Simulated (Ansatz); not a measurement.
A nudged elastic band was laid between two geometries of ClGeH3 + H2 (7 atoms, charge 0, multiplicity 1).

Level of theory: Ansatz, RKS PBE-D4/def2-SVP.

| Item | Value |
| --- | --- |
| movable images | 5 |
| climbing image | yes |
| spring | 5.0 eV/Å² |
| optimiser | quadratic models (default) |
| start path | through a guess of the saddle point |
| force threshold | 0.05 eV/Å |
| iteration limit | 60 |
| end points | relaxed |

First end point:

```xyz
7
Properties=species:S:1:pos:R:3
Ge 0.460 0.000 -0.099
Cl 0.424 0.000 2.085
H 1.947 0.000 -0.527
H -0.266 1.280 -0.576
H -0.266 -1.280 -0.576
H -3.104 0.000 1.226
H -2.445 0.000 1.625
```

Last end point:

```xyz
7
Properties=species:S:1:pos:R:3
Ge -0.334 0.000 -0.532
Cl -0.436 0.000 3.458
H 0.977 0.000 0.285
H -0.422 1.269 -1.411
H -0.422 -1.269 -1.411
H -1.545 0.000 0.448
H -1.070 0.000 2.321
```

(1) Which bonds break or form, and what moves?

(2) Give the energies along the band, and the barrier.

(3) What is the geometry of the highest image?

The band took 10 iterations and about 60 core-seconds.

Answers

(1) Bonds broken: Ge1–Cl2, H6–H7. Bonds formed: Ge1–H6, Cl2–H7. ClGeH3 + H2 becomes ClH + GeH4.

(2) It converged. The highest image is number 4 of 0 to 6, 45.7 kcal/mol above the first end and 34.9 kcal/mol above the last; the last end lies 10.8 kcal/mol above the first. A vibrational analysis at the climbing image gives 2 clearly imaginary modes (1065i, 104i cm⁻¹): a point of higher order, so a lower path passes nearby. The orbitals stay closed-shell, which can raise the energy where a bond breaks towards radicals; this wasn't checked here.

```csv
image,path coordinate (Å),energy (kcal/mol),Ge1–Cl2 (Å),H6–H7 (Å),Ge1–H6 (Å)
0,0.00,0.0,2.19,0.77,3.80
1,0.63,0.4,2.19,0.77,3.22
2,1.26,4.9,2.21,0.77,2.66
3,1.89,22.5,2.33,0.79,2.18
4,2.52,45.7,2.68,0.97,1.82
5,3.37,18.3,3.27,1.43,1.58
6,4.23,10.8,3.99,1.93,1.56
```

(3) 
```xyz
7
Properties=species:S:1:pos:R:3
Ge -0.183 0.000 -0.109
Cl -0.066 0.000 2.568
H 1.353 0.000 0.100
H -0.601 1.308 -0.830
H -0.601 -1.308 -0.830
H -1.813 0.000 0.704
H -1.339 0.000 1.555
```

The run took 60 s on 1 thread of Intel(R) Xeon(R) Platinum 8488C (Sapphire Rapids), on a shared host, peak memory 0.17 GiB.
